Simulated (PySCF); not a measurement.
Fill in the blanks.

C₉H₁₇ (charge +1).
Geometry (GFN2-xTB, Å), atoms numbered from 1 in this order:
```
atom  x, y, z in Å
C1     3.795    0.593    0.112
C2     2.705    0.151   -0.858
C3     1.355    0.183   -0.150
C4     0.217   -0.272   -1.131
C5    -1.009   -0.248   -0.370
C6    -1.518   -1.361    0.419
C7    -2.587   -0.767    1.344
C8    -3.112    0.425    0.540
C9    -1.867    0.920   -0.208
H10    4.757    0.584   -0.393
H11    3.610    1.601    0.474
H12    3.852   -0.077    0.966
H13    2.917   -0.858   -1.214
H14    2.688    0.817   -1.721
H15    1.148    1.197    0.194
H16    1.380   -0.480    0.715
H17    0.474   -1.276   -1.470
H18    0.208    0.426   -1.968
H19   -0.747   -1.962    0.906
H20   -1.996   -2.043   -0.303
H21   -2.125   -0.430    2.272
H22   -3.368   -1.480    1.593
H23   -3.555    1.193    1.168
H24   -3.863    0.098   -0.180
H25   -2.065    1.452   -1.142
H26   -1.316    1.637    0.418
```

```json
{"property": "point group of the GFN2-xTB geometry", "level": "GFN2-xTB", "value": "?"}
{"property": "rotational constants A, B, C of the GFN2-xTB geometry", "level": "GFN2-xTB", "value": "3.986, 0.665, 0.649 GHz"}
{"property": "HOMO energy", "level": "PBE0/pcSseg-1", "value": "?"}
{"property": "LUMO energy", "level": "PBE0/pcSseg-1", "value": "-7.91 eV"}
{"property": "13C chemical shifts (computed TMS as zero) by class", "level": "GIAO PBE0/pcSseg-1", "value": "345.3 (C5), 62.9 (C6/C9), 62.4 (C4), 54.0 (C3), 36.2 (C2), 30.5 (C7/C8), 18.5 (C1) ppm"}
{"property": "1H chemical shifts (computed TMS as zero) by class", "level": "GIAO PBE0/pcSseg-1", "value": "?"}
```

The electronic properties come from PySCF, for the isolated species, density fitting. NMR classes are plain means over equivalent atoms (diastereotopic ones count apart unless rotation or inversion swaps them), as if these changed places fast; in this geometry the members of some classes differ.

Task: Give the 1H chemical shifts (computed TMS as zero) by class.

Result: 4.14 (H17/H18), 4.05 (H19/H20/H25/H26), 2.67 (H21/H22/H23/H24), 2.16 (H13/H14), 1.73 (H15/H16), 1.45 (H10/H11/H12) ppm.

Task: What is the point group of the GFN2-xTB geometry?

Result: C1.

Task: The HOMO energy?

Result: -13.08 eV.

The rotational constants make it an asymmetric top with κ = (2B − A − C)/(A − C) = -0.99, nearer the prolate limit (−1). With B = h/(8π²I), that is 505.379 GHz u Å² over I, the principal moments of inertia are 126.8, 760.4 and 778.1 u Å² (most abundant isotopes).

One conformer stands for the species.
